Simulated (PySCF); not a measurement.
C8H10FP.
Geometry (GFN2-xTB, Å), atoms numbered from 1 in this order:
```xyz
20
C8H10FP angstrom
C      2.2710    0.0877   -1.3266
C      1.9875    0.1936   -0.1677
C      1.6191    0.3301    1.2163
P     -0.1729   -0.1259    1.5830
C     -0.2791   -1.7832    0.7093
C     -0.7756   -1.5769   -0.7246
C     -1.1705   -0.1420   -0.8457
F     -1.7473    0.2238   -2.0130
C     -0.9533    0.7061    0.1520
C     -1.2902    2.1586    0.1791
H      2.5330   -0.0009   -2.3383
H      2.2438   -0.3119    1.8456
H      1.7564    1.3662    1.5419
H     -0.9813   -2.4007    1.2744
H      0.6925   -2.2781    0.7420
H      0.0056   -1.8005   -1.4554
H     -1.6313   -2.2180   -0.9510
H     -1.9380    2.3784    1.0274
H     -0.3826    2.7526    0.2886
H     -1.7921    2.4517   -0.7405
```

NICS = −σ at a ghost point: NICS(0) at the centroid of the ring atoms, NICS(1) 1 Å to either side along the normal of their mean plane, zz for the tensor component along that normal. Level: GIAO PBE0/pcSseg-1 (PySCF, non-relativistic, gas phase) on the GFN2-xTB geometry, one conformer.

Ring bond lengths (Å), with Mayer bond orders in brackets: P4–C5 1.877 (0.95), C5–C6 1.531 (1.00), C6–C7 1.493 (1.07), C7–C9 1.327 (1.75), C9–P4 1.830 (0.93).

**Question.** Give the NICS values of each ring in ppm.

**Answer.** 
| ring | type | NICS(0) | NICS(1), two faces | NICS(1)zz, two faces | rms pucker (Å) | centre to ring atoms, mean (Å) |
| --- | --- | --- | --- | --- | --- | --- |
| P4–C5–C6–C7–C9 | 5-membered ring with P; formal bonds 1 double, 4 single | -5.2 | -3.9 / -2.9 | -2.9 / -4.2 | 0.04 | 1.36 |

**Question.** What can be read from them?

**Answer.** 
- P4–C5–C6–C7–C9: mean NICS(1)zz -3.5 ppm, shielded. C5, C6 have four or more neighbours, so the value isn't read as a sign of a π ring current.

**Question.** What field does 1 T along the ring normal induce along that normal at the first NICS(1) probe listed for ring P4–C5–C6–C7–C9, 1 Å off the ring?

**Answer.** NICSzz × B0 = -2.9 ppm × 1 T = -3 μT, against the applied field.

Time: 49 s wall. Hardware: Arm Neoverse V2, one thread (shared host). This is the whole shielding run at PBE0/pcSseg-1, SCF included.
